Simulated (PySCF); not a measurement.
Species: CdMeEt, C3H8Cd (singlet state).
SMILES: `C[CH2][Cd][CH3]`

Method: PySCF 2.14.0, density-fitted response routines, TDDFT B3LYP/def2-SVPD, vertical, gas phase, core orbitals frozen in the response, def2 core potentials past Kr. Geometry: PBE0-D3(BJ)/def2-SVP; no solvent, vibrations or thermal averaging. Spin–orbit coupling is left out.

Computed singlets with f of 0.002 or more:

```
state  λ (nm)       f
   S3   214.8   0.358
   S4   190.0   0.064
   S5   178.8   0.119
   S6   176.0   0.146
   S7   174.9   0.019
   S8   169.6   0.102
   S9   160.5  0.0038
  S10   160.1   0.036
```

Problem. Give A, τ, |μ| and ∫σ dE for each state.

Solution. Relations used (vacuum, state to state): A = 0.6670 f ν̃² s⁻¹ (ν̃ in cm⁻¹); τ = 1/A; f = (2/3) ΔE |μ|² in atomic units; ∫σ dE = 109.76 f Mb·eV.

```tsv
state	A (s⁻¹)	τ	|μ| (D)	∫σ dE (Mb·eV)
S3	5.2×10⁸	1.9 ns	4.04	39
S4	1.2×10⁸	8.4 ns	1.61	7
S5	2.5×10⁸	4 ns	2.12	13
S6	3.1×10⁸	3.2 ns	2.33	16
S7	4.1×10⁷	24 ns	0.84	2.1
S8	2.4×10⁸	4.2 ns	1.91	11
S9	9.8×10⁶	100 ns	0.36	0.42
S10	9.4×10⁷	11 ns	1.11	4
```

Leading configurations: S3 H→L+2 (93%); S4 H→L+3 (94%); S5 H-1→L (94%); S6 H-1→L+1 (97%); S7 H-1→L+2 (84%); S8 H→L+4 (84%); S9 H-2→L (98%); S10 H→L+5 (76%) (H = HOMO, L = LUMO).

These lifetimes count emission to the ground state at the vertical energy alone; relaxation of the geometry and all other decay channels are left out.

Problem. What is the integrated cross-section of all computed states together?

Solution. Σf = 0.849 over S1 to S10, so 109.76 × Σf ≈ 93.1 Mb·eV.

Problem. By what factor does the largest A in the list exceed the smallest?

Solution. S3 has 53 times the rate of S9.

Problem. Which computed singlets stay under f = 0.002?

Solution. S1 (4.92 eV, f 0.0010) and S2 (4.99 eV, f 0.0006).

All these states lie below the vertical ionisation energy of 8.42 eV (ΔSCF).

On an Arm Neoverse V1 with one thread, shared host, this took 32 s wall.
